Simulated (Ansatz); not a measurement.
Consider the formal exchange of groups at a B–Se bond: `C[B]([GeH3])[SeH]` + CH₄ → `C[B](C)[GeH3]` + H₂Se.

Computed with Ansatz on PBE0-D4/def2-TZVP structures; ΔE is electronic, products minus reactants. CCSD(T)/CBS is the MP2 limit (def2-TZVPP, def2-QZVPP) plus CCSD(T) − MP2 in def2-TZVPP, frozen cores. This one scheme is used for every species. DFT in def2-TZVPP. B3LYP here is the variant with VWN-RPA as its local correlation; programs differ in this. For Ge, Se outer-core shells are correlated without core-valence functions, which leaves a few kJ/mol of doubt a bond. Scalar relativity is left out up to krypton. Each species was taken in one conformer, which may not be the lowest.

CCSD(T)/CBS gives +1.01 eV.

(1) Another level gave +1.03 eV. Which?
A. B3LYP/def2-TZVPP
B. HF/def2-TZVPP
C. SCS-MP2/def2-TZVPP
D. CCSD/def2-TZVPP

Largest T1 diagnostic among the species: 0.012.

## Answers

(1) C. SCS-MP2/def2-TZVPP 1.03, CCSD/def2-TZVPP 0.97, B3LYP 0.92, HF/def2-TZVPP 0.85 eV.

In def2-TZVPP, CCSD(T) changes the Hartree–Fock value by +0.16 eV (the triples alone add +0.04 eV) and MP2 by +0.23 eV. The D4 term adds +0.04 eV with B3LYP and +0.02 eV with PBE0; it sums over pairs of atoms, weighted by their polarisabilities, and B3LYP, whose exchange is more repulsive, gets the larger term.
